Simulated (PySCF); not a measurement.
PySCF 2.14 output of an unrestricted PBE0 calculation on a single atom or ion in def2-TZVPPD with the def2 core potential (28 electrons), with a scalar-relativistic core potential:

```
SCF conv_tol = 1e-09
number electrons alpha = 10  beta = 5
    C. Adamo and V. Barone.,  J. Chem. Phys. 110, 6158 (1999)
    M. Ernzerhof and G. E. Scuseria.,  J. Chem. Phys. 110, 5029 (1999)
cycle= 1 E= -109.112025647376  delta_E= -0.00453  |g|= 0.0166  |ddm|= 0.134
cycle= 2 E= -109.112114189279  delta_E= -8.85e-05  |g|= 0.00383  |ddm|= 0.019
cycle= 3 E= -109.112118777717  delta_E= -4.59e-06  |g|= 0.00134  |ddm|= 0.0036
cycle= 4 E= -109.11211934876  delta_E= -5.71e-07  |g|= 0.000215  |ddm|= 0.0015
cycle= 5 E= -109.11211936562  delta_E= -1.69e-08  |g|= 8.77e-06  |ddm|= 0.000199
cycle= 6 E= -109.112119365726  delta_E= -1.06e-10  |g|= 7.97e-07  |ddm|= 2.86e-05
converged SCF energy = -109.112119365726  <S^2> = 8.7508764  2S+1 = 6.0002921
```

The run itself started from symmetry-adapted Hartree-Fock orbitals and held the occupation by maximum overlap, on a logarithmic radial grid, so the iterations belong to that start.

Problem. Which element, charge and spin multiplicity is this?

Solution. Rh²⁺ (rhodium, charge +2), multiplicity 6; the state was [Kr] 4d6 5p1, one real determinant (an excited configuration).

⟨L²⟩ = 8.01 against 12 for a pure F term, so this real determinant mixes terms. Energies and moments cover only the electrons outside the core potential.
